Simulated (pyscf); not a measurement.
**Hydrogen shift: F–SiH•–SiH₃ (SMILES F[SiH][SiH3]) → F–SiH₂–SiH₂• (SMILES F[SiH2][SiH2])**

Gas phase, doublet surface, charge 0. Bonds broken: H3–Si5. Bonds formed: Si1–H3. Optimised with ωB97X-D3(BJ)/def2-SVP in PySCF. Correlated levels are frozen-core, on RHF or UHF. ΔMP2 is the change of the MP2 total energy from the triple- to the quadruple-zeta basis.

Transition state (Å):

```xyz
7

Si    -0.0698     1.3594    -0.1677
F      1.4305     1.8253     0.2770
H      0.1609    -0.2319    -0.6329
H     -0.2420     1.7237    -1.6081
Si    -0.7048    -0.6113     0.8842
H      0.2624    -1.7634     0.9713
H     -1.8935    -1.0534     0.0827
```

One imaginary mode, 440i cm⁻¹; descent along it reached the two sides named.

```
bond    change  reactant side (Å)  saddle  product side
------  ------  -----------------  ------  ------------
H3–Si5  breaks              1.493   1.787           3.2
Si1–H3   forms                3.2   1.674         1.491
```

Electronic energies relative to the reactant's lowest minimum found (kcal/mol):

| level | barrier | reaction energy | reverse barrier |
|---|---|---|---|
| ωB97X-D3(BJ)/def2-TZVP | 33.7 | -1.6 | 35.3 |
| PBE/def2-TZVP | 25.9 | -0.9 | 26.9 |
| r²SCAN/def2-TZVP | 28.4 | -2.0 | 30.4 |
| B3LYP-D3(BJ)/def2-TZVP | 30.6 | -1.4 | 32.0 |
| PBE0-D3(BJ)/def2-TZVP | 29.4 | -1.7 | 31.1 |
| M06-2X/def2-TZVP | 31.1 | -2.5 | 33.6 |
| ωB97M-D3(BJ)/def2-TZVP | 30.4 | -1.9 | 32.3 |
| HF/def2-TZVP | 42.0 | -2.7 | 44.6 |
| MP2/def2-QZVPP | 35.7 | -2.5 | 38.2 |
| CCSD/def2-TZVPP | 33.8 | -2.8 | 36.6 |
| CCSD(T)/def2-TZVPP | 32.2 | -2.6 | 34.8 |
| CCSD(T)/def2-TZVPP + ΔMP2(QZVPP) | 32.3 | -2.5 | 34.8 |

With CCSD(T)/def2-TZVPP + ΔMP2(QZVPP) energies and thermal terms (ideal gas, 1 atm, RRHO with modes under 100 cm⁻¹ raised to 100, one conformer, R ln 2 for rigid chiral ones), in kcal/mol:

```csv
T (K),ΔH‡,ΔG‡,ΔH,ΔG
298,30.3,30.6,-2.5,-2.5
600,29.8,31.2,-2.5,-2.5
900,29.4,31.9,-2.5,-2.4
1200,29.0,32.8,-2.5,-2.4
```

This is the saddle that the search found; another between the same sides may lie lower. The CCSD(T) − MP2 part came from Ansatz, without density fitting, on the same reference. A UHF reference is spin-contaminated (<S²> up to 0.87), which harms MP2 most.
